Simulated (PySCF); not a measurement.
Si(Me)(OMe)(SiH3)2, C₂H₁₂OSi₃, SMILES CO[Si](C)([SiH3])[SiH3], singlet (GFN2-xTB optimised geometry):

```
18

C      0.357     0.578     4.300
O      0.569     0.870     2.955
Si    -0.031     0.090     1.636
C     -1.950     0.241     1.634
Si     0.909     1.431     0.000
Si     0.461    -2.188     1.768
H     -0.689     0.738     4.572
H      0.620    -0.461     4.519
H      0.986     1.240     4.896
H     -2.375    -0.130     0.706
H     -2.406    -0.323     2.446
H     -2.264     1.277     1.744
H      0.508     2.842     0.000
H      0.508     0.904    -1.311
H      2.375     1.431     0.000
H     -0.415    -2.955     2.669
H      1.819    -2.452     2.264
H      0.364    -2.842     0.460
```

Calculation: PySCF with PBE0/def2-SVP.

Question: What are the frontier orbital energies and the dipole moment?

Answer: HOMO-2 -9.01 eV, HOMO-1 -7.81 eV, HOMO -7.49 eV, LUMO -0.50 eV, LUMO+1 0.10 eV; dipole moment 1.70 D.

On the same geometry PBE/def2-SVP (PySCF 2.14.0) gives HOMO-2 -7.55 eV, HOMO-1 -6.48 eV, HOMO -6.15 eV, LUMO -1.28 eV, LUMO+1 -0.70 eV; dipole moment 1.67 D.

Meta-Löwdin charges at PBE0/def2-SVP: C1 -0.07, O2 -0.60, Si3 0.66, C4 -0.55, Si5 0.21, Si6 0.17, H7 0.09, H8 0.09, H9 0.11, H10 0.12, H11 0.11, H12 0.12, H13 -0.07, H14 -0.09, H15 -0.07, H16 -0.07, H17 -0.07, H18 -0.07.
